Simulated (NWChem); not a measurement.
System: CH₆FNOSi; SMILES CO[Si@H](N)F

NWChem input:

```
start job
memory heap 200 mb stack 900 mb global 1100 mb
geometry units angstroms noautoz
  C      0.013764     2.015484     0.531725
  O      0.245566     1.127162    -0.557709
  Si     0.099394    -0.506204    -0.481398
  N     -1.373541    -0.950893     0.279938
  F      1.237515    -1.190971     0.435362
  H      0.936646     2.161669     1.105503
  H     -0.767005     1.636541     1.201193
  H     -0.301534     2.980320     0.123056
  H      0.320260    -0.947314    -1.872846
  H     -1.436647    -1.811082     0.809243
  H     -2.270924    -0.674590    -0.097028
end
basis spherical
  C library 3-21g
  O library 3-21g
  Si library 3-21g
  N library 3-21g
  F library 3-21g
  H library 3-21g
end
dft
  xc xtpss03 ctpss03
  iterations 150
  mulliken
end
task dft energy
```

Geometry: optimised at B3LYP/6-31G* (spherical d).

**Question.** Give the results of this calculation. (TPSS/3-21G.) Quantities: basis functions; energy (Ha); highest occupied level (eV); orbital gap (eV); dipole (D).

**Answer.** The number of basis functions is 61 and the energy (Ha) is -558.17. The highest occupied level (eV) is -5.78 and the orbital gap (eV) is 7.41. The dipole (D) is 2.67.
